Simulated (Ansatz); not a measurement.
The inner images of a band of F4H2NTa + H2 (10 atoms, charge 0, multiplicity 1) are given out of order.

Computed with RKS PBE0/def2-SVP (Ansatz).

First end point:

```xyz
10
Properties=species:S:1:pos:R:3
Ta 0.069 0.363 0.011
N 2.013 0.446 0.089
H 2.535 0.624 0.943
H 2.616 0.290 -0.715
F 0.089 0.728 1.861
F 0.269 -0.014 -1.826
F -0.848 1.953 -0.354
F -0.774 -1.287 0.302
H 1.151 -3.035 0.761
H 1.910 -3.049 0.804
```

Last end point:

```xyz
10
Properties=species:S:1:pos:R:3
Ta -0.112 -0.358 0.150
N 2.221 -0.165 0.226
H 2.492 0.517 0.937
H 2.569 0.188 -0.667
F -0.004 -0.079 2.013
F 0.183 -0.823 -1.655
F 0.321 1.466 -0.197
F -1.941 -0.741 0.134
H 0.591 -1.945 0.508
H 2.707 -1.039 0.428
```

Task: Put them in order from the first end to the last, with their energies above the first end.
A.
```xyz
10
Properties=species:S:1:pos:R:3
Ta -0.110 -0.318 0.137
N 2.214 -0.136 0.229
H 2.598 0.422 0.993
H 2.684 0.127 -0.639
F 0.132 0.025 1.975
F 0.326 -0.615 -1.673
F -0.059 1.562 -0.190
F -1.836 -1.012 0.167
H 0.638 -1.922 0.458
H 2.443 -1.112 0.416
```
B.
```xyz
10
Properties=species:S:1:pos:R:3
Ta 0.087 -0.133 0.118
N 2.194 0.015 0.217
H 2.696 0.264 1.067
H 2.792 0.027 -0.606
F 0.321 0.106 1.968
F 0.531 -0.411 -1.688
F -0.822 1.484 -0.162
F -1.450 -1.204 0.179
H 0.926 -1.893 0.414
H 1.752 -1.236 0.370
```
C.
```xyz
10
Properties=species:S:1:pos:R:3
Ta -0.044 -0.268 0.131
N 2.232 -0.104 0.231
H 2.675 0.326 1.043
H 2.767 0.074 -0.618
F 0.260 0.092 1.953
F 0.461 -0.450 -1.673
F -0.552 1.553 -0.168
F -1.669 -1.153 0.173
H 0.711 -1.925 0.420
H 2.187 -1.127 0.383
```
D.
```xyz
10
Properties=species:S:1:pos:R:3
Ta 0.150 0.085 0.073
N 2.101 0.396 0.123
H 2.628 0.528 0.983
H 2.720 0.218 -0.664
F 0.269 0.197 1.950
F 0.473 -0.489 -1.692
F -0.708 1.693 -0.277
F -1.147 -1.283 0.258
H 0.953 -2.372 0.582
H 1.591 -1.953 0.539
```
E.
```xyz
10
Properties=species:S:1:pos:R:3
Ta 0.155 -0.012 0.102
N 2.139 0.293 0.160
H 2.673 0.372 1.024
H 2.760 0.110 -0.626
F 0.311 0.086 1.976
F 0.508 -0.493 -1.684
F -0.770 1.567 -0.196
F -1.286 -1.244 0.219
H 0.959 -2.071 0.471
H 1.579 -1.589 0.429
```
F.
```xyz
10
Properties=species:S:1:pos:R:3
Ta 0.067 0.296 0.024
N 2.016 0.353 0.116
H 2.534 0.518 0.974
H 2.622 0.181 -0.682
F 0.100 0.629 1.880
F 0.296 -0.120 -1.802
F -0.787 1.916 -0.351
F -0.884 -1.298 0.298
H 1.195 -2.904 0.727
H 1.869 -2.553 0.691
```
G.
```xyz
10
Properties=species:S:1:pos:R:3
Ta 0.104 0.194 0.044
N 2.054 0.380 0.118
H 2.573 0.537 0.978
H 2.667 0.208 -0.675
F 0.181 0.410 1.915
F 0.390 -0.318 -1.748
F -0.745 1.809 -0.326
F -0.999 -1.314 0.281
H 1.080 -2.644 0.666
H 1.724 -2.242 0.623
```

Result: F (+1.0 kJ/mol), G (+6.4 kJ/mol), D (+13.4 kJ/mol), E (+32.0 kJ/mol), B (+90.7 kJ/mol), C (+32.5 kJ/mol), A (-5.1 kJ/mol).

Time of the run: 4.1 min on 4 threads of Arm Neoverse V2 (shared host), peak memory 0.28 GiB.
